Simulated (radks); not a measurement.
The numbers below are computed, except where a source is named.
Question: Mo IX, configuration [Ar] 3d10 4s2 4p4. Code: a radial shooting solver on a logarithmic mesh with Libxc functionals. Model: scalar-relativistic Kohn-Sham, LB94 model potential, spin-polarised, spherical densities, finite nucleus; open shells are filled with parallel spins first (spin-orbit coupling, left out, can overturn this in heavy ions); Fermi nuclear charge, rms radius 4.4091 fm. Some entries of the table are withheld. Estimate them.

| orbital | occ. | eigenvalue (eV) | r(max) (bohr) | <1/r> (bohr^-1) |
|---|---|---|---|---|
| 1s down | 1 | -20081.49 | 0.02287 | 43.59 |
| 1s up | 1 | -20081.47 | 0.02287 | 43.59 |
| 2s up | 1 | -2972.717 | 0.1295 | 9.821 |
| 2s down | 1 | -2972.468 | 0.1295 | 9.820 |
| 2p up | 3 | -2677.556 | 0.1034 | 9.566 |
| 2p down | 3 | -2677.155 | 0.1034 | 9.565 |
| 3s up | 1 | -626.1167 | 0.3836 | 3.363 |
| 3s down | 1 | -625.8936 | 0.3838 | 3.359 |
| 3p up | 3 | -528.9523 | 0.3769 | 3.209 |
| 3p down | 3 | -528.7818 | 0.3771 | 3.205 |
| 3d up | 5 | -370.6502 | 0.3205 | 2.996 |
| 3d down | 5 | -370.5758 | 0.3205 | 2.993 |
| 4s up | 1 | -195.3005 | 0.9540 | 1.331 |
| 4s down | 1 | -194.5387 | 0.9478 | 1.344 |
| 4p up | 3 | -166.6585 | 1.015 | 1.223 |
| 4p down | 1 | -165.6171 | 1.007 | 1.236 |
| 4d up | 0 | -123.2584 | (1) | 1.035 |
| 4d down | 0 | -121.9116 | (2) | 1.045 |
| 5s up | 0 | -95.2443 | 1.978 | 0.6896 |
| 5s down | 0 | -94.3535 | 1.980 | 0.6848 |

Answer: 
(1) 4d up r(max) (bohr): 1.148
(2) 4d down r(max) (bohr): 1.139
